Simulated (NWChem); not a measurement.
System: CH$_{5}$NZn; SMILES [Zn]([CH3])[NH2]

```xyz
8

Zn     0.0001     0.0252    -0.0104
C     -0.0001    -1.9086     0.0271
H      0.8850    -2.3186    -0.4853
H     -0.8908    -2.3181    -0.4760
H      0.0052    -2.2921     1.0600
N     -0.0001     1.8459     0.0788
H     -0.8184     2.3517    -0.2504
H      0.8180     2.3520    -0.2503
```
Atoms are numbered in this order, from 1.

Structure relaxed at the PBE0/def2-SVP level.

 States above −ε(HOMO) = 5.3 eV lie in this functional's continuum and hang on the basis.

Question: List the 4 lowest vertical singlet excitations from PBE/def2-SVPD, TDA (NWChem).

Answer: 
```
state  energy (eV)  oscillator strength  leading excitation (squared amplitude)
-----  -----------  -------------------  --------------------------------------
S1            4.74                0.057                      HOMO → LUMO (0.94)
S2            4.77                0.001                    HOMO → LUMO+1 (1.00)
S3            5.77                0.039                    HOMO → LUMO+2 (0.77)
S4            5.92                0.018                    HOMO → LUMO+3 (0.89)
```
